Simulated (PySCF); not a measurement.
Isomers of C6H6NP, mass 123.024 u with the commonest isotopes. Computed with CAM-B3LYP/def2-SVPD in PySCF (dipole) on a GFN2-xTB geometry, gas phase. One conformer each, none proved a minimum here; rigid rotors.

Question: Order these by rotational constant A, smallest first.
A. `[CH:1]1=[CH:2][P:3]1[n:4]1[cH:5][cH:6][cH:7][cH:8]1` with C2–P3–N4–C5 160°
B. `[CH2:1]=[CH:2][c:3]1[cH:4][p:5][cH:6][cH:7][n:8]1` with C1–C2–C3–C4 180°
C. `[CH2:1]=[P:2][c:3]1[cH:4][cH:5][cH:6][n:7][cH:8]1` with C1–P2–C3–C4 -45°

Answer: B (4205 MHz), C (4532 MHz), A (4971 MHz).

Question: Order these by dipole moment, smallest first.
A. `[CH2:1]=[P:2][c:3]1[cH:4][cH:5][cH:6][n:7][cH:8]1` with C1–P2–C3–C4 -45°
B. `[CH2:1]=[CH:2][c:3]1[cH:4][p:5][cH:6][cH:7][n:8]1` with C1–C2–C3–C4 180°
C. `[CH:1]1=[CH:2][P:3]1[n:4]1[cH:5][cH:6][cH:7][cH:8]1` with C2–P3–N4–C5 160°

Answer: B (0.41 D), C (2.04 D), A (2.53 D).

Question: Order these by radius of gyration √(Σ m r²/M), smallest first.
A. `[CH2:1]=[CH:2][c:3]1[cH:4][p:5][cH:6][cH:7][n:8]1` with C1–C2–C3–C4 180°
B. `[CH2:1]=[P:2][c:3]1[cH:4][cH:5][cH:6][n:7][cH:8]1` with C1–P2–C3–C4 -45°
C. `[CH:1]1=[CH:2][P:3]1[n:4]1[cH:5][cH:6][cH:7][cH:8]1` with C2–P3–N4–C5 160°

Answer: C (1.968 Å), A (2.044 Å), B (2.066 Å).

| SMILES | point group | Ia (u·Å²) | Ib (u·Å²) | Ic (u·Å²) | κ | μa (D) | μb (D) | μc (D) |
| --- | --- | --- | --- | --- | --- | --- | --- | --- |
| C=Pc1cccnc1 | C1 | 111.51 | 425.31 | 513.28 | -0.89 | 0.51 | 2.47 | 0.08 |
| C1=CP1n1cccc1 | – | 101.67 | 389.84 | 461.43 | -0.90 | 1.80 | 0.97 | 0.02 |
| C=Cc1cpccn1 | Cs | 120.17 | 393.57 | 513.74 | -0.81 | 0.22 | 0.34 | 0.00 |
